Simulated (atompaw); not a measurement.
**mercury (Hg): PAW (atompaw) pseudisation with LDA (PW92), scalar-relativistic reference atom.**

atompaw 4.2.0.5 input, output lines left out:

```
Hg 80
LDA-PW scalarrelativistic loggrid 2001 logderivrange -7 5 301
6 6 5 4 0 0
6 1 0
0 0 0
c
c
c
c
c
v
c
c
c
v
v
c
c
v
c
2
2.50 1.95 1.70 1.35
y
1.25
n
n
y
0.05
n
custom rrkj gramschmidtortho besselshape
3 0 troulliermartins
2.50
2.50
1.55
2.50
1.75
1.75
```

All-electron outer shells of the reference configuration (LDA (PW92), scalar-relativistic, ld1.x):

```
shell  level (eV)  outermost node (bohr)  outermost maximum (bohr)
   5s     -118.56                   0.47                      0.82
   4f      -96.33                      –                      0.37
   5p      -66.76                   0.51                      0.92
   5d      -10.07                   0.55                      1.17
   6s       -7.13                   1.08                      2.21
   6p       -1.18                   1.27                      3.26
```

Question: Estimate the cutoffs (Ry, on a coarse ladder) from which the occupation-weighted sum of valence levels, in a spherical-Bessel basis at the reference potential, stays within 10 and 1 mRy of its value at 400 Ry.

Answer: 50 Ry and 80 Ry.

Question: Does the potential have ghost states?

Answer: Ghost state, extra bound levels that the all-electron valence spectrum of the same l lacks: s at -273.2 eV. A true bound ghost makes a file unfit for plane-wave use.

Question: Is the overlap operator S = 1 + Σ q|β⟩⟨β| positive definite (Bessel basis up to 400 Ry)?

Answer: Yes: its lowest eigenvalue is 0.12 (s channel).
